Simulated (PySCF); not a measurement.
CH₄S₂Se, SMILES CS[Se]S.

Coordinates come from a PBE-D3(BJ)/def2-SVP optimisation. This is a generated structure with no PubChem entry under its InChIKey; it may be hypothetical. One conformer was computed; it need not be the lowest.

These are TDA-PBE/def2-SVPD (PySCF) values and carry that method's errors.

Vertical excitations. 

Computed UV-visible absorptions:
```json
[
 {"state": "S1", "energy (eV)": "3.57", "λ (nm)": "347", "f": "0.008", "main pairs": "HOMO→LUMO 95 %"},
 {"state": "S2", "energy (eV)": "3.95", "λ (nm)": "314", "f": "0.021", "main pairs": "HOMO−1→LUMO 67 %, HOMO−2→LUMO 22 %"},
 {"state": "S3", "energy (eV)": "4.05", "λ (nm)": "306", "f": "0.006", "main pairs": "HOMO→LUMO+1 48 %, HOMO−2→LUMO 34 %, HOMO−1→LUMO 13 %"},
 {"state": "S4", "energy (eV)": "4.16", "λ (nm)": "298", "f": "0.016", "main pairs": "HOMO→LUMO+1 48 %, HOMO−2→LUMO 41 %"},
 {"state": "S5", "energy (eV)": "4.36", "λ (nm)": "284", "f": "0.002", "main pairs": "HOMO−1→LUMO+1 96 %"},
 {"state": "S6", "energy (eV)": "5.01", "λ (nm)": "247", "f": "0.068", "main pairs": "HOMO−2→LUMO+1 61 %, HOMO→LUMO+2 21 %"},
 {"state": "S7", "energy (eV)": "5.21", "λ (nm)": "238", "f": "0.076", "main pairs": "HOMO→LUMO+2 74 %, HOMO−2→LUMO+1 12 %"},
 {"state": "S8", "energy (eV)": "5.47", "λ (nm)": "227", "f": "0.003", "main pairs": "HOMO−1→LUMO+2 95 %"},
 {"state": "S9", "energy (eV)": "5.68", "λ (nm)": "218", "f": "0.019", "main pairs": "HOMO→LUMO+3 92 %"},
 {"state": "S10", "energy (eV)": "5.80", "λ (nm)": "214", "f": "0.010", "main pairs": "HOMO−2→LUMO+2 95 %"},
 {"state": "T1", "energy (eV)": "2.93", "λ (nm)": "423", "f": "0", "main pairs": "HOMO→LUMO 99 %"},
 {"state": "T2", "energy (eV)": "3.20", "λ (nm)": "387", "f": "0", "main pairs": "HOMO−1→LUMO 98 %"},
 {"state": "T3", "energy (eV)": "3.51", "λ (nm)": "353", "f": "0", "main pairs": "HOMO−2→LUMO 76 %, HOMO→LUMO+1 23 %"},
 {"state": "T4", "energy (eV)": "3.56", "λ (nm)": "349", "f": "0", "main pairs": "HOMO→LUMO+1 75 %, HOMO−2→LUMO 23 %"}
]
```
Triplets are in the Tamm–Dancoff approximation.
